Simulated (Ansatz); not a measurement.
Stepwise reaction of `N[Si](N)(O)O` with ammonia, as a gas-phase model of exchange steps in deposition or etching. ΔE in kJ/mol; ΔG adds harmonic PBE0-D4 terms to CCSD(T)/CBS, at 1 bar.

Calculated with Ansatz (gas phase, PBE0-D4/def2-TZVP geometries, no zero-point term in ΔE). CBS: MP2 limit from def2 TZ/QZ plus the TZ coupled-cluster correction, frozen cores. This one scheme is used for every species. Functionals use def2-TZVPP. B3LYP here is the variant with VWN-RPA as its local correlation; programs differ in this. One conformer a species, not always the lowest.

```tsv
step	reaction	PBE-D4	B3LYP-D4	ωB97M-V	CCSD(T)/CBS	ΔG(400 K)
1	`N[Si](N)(O)O` + NH₃ → `N[Si](N)(N)O` + H₂O	45.2	49.4	48.9	45.7	50.4
```

Q: Give the row of step 2, `N[Si](N)(N)O` + NH₃ → `N[Si](N)(N)N` + H₂O. (An estimate is asked.)

A: Ansatz gave: 
```tsv
step	reaction	PBE-D4	B3LYP-D4	ωB97M-V	CCSD(T)/CBS	ΔG(400 K)
2	`N[Si](N)(N)O` + NH₃ → `N[Si](N)(N)N` + H₂O	53.9	57.1	57.3	54.8	52.1
```

Q: By hand: ΔE of the 2 steps together at CCSD(T)/CBS.

A: (45.7) + (54.8) = 100.5 kJ/mol, or 50.2 kJ/mol a step.

In ΔE each step is higher than the one before. All are uphill at CCSD(T)/CBS. ΔG lies between 50.4 and 52.1 kJ/mol a step. PBE-D4 differs from CCSD(T)/CBS by -0.9 to -0.5 kJ/mol a step. Isolated molecules leave out the surface, adducts and barriers. Largest T1 diagnostic: 0.010.
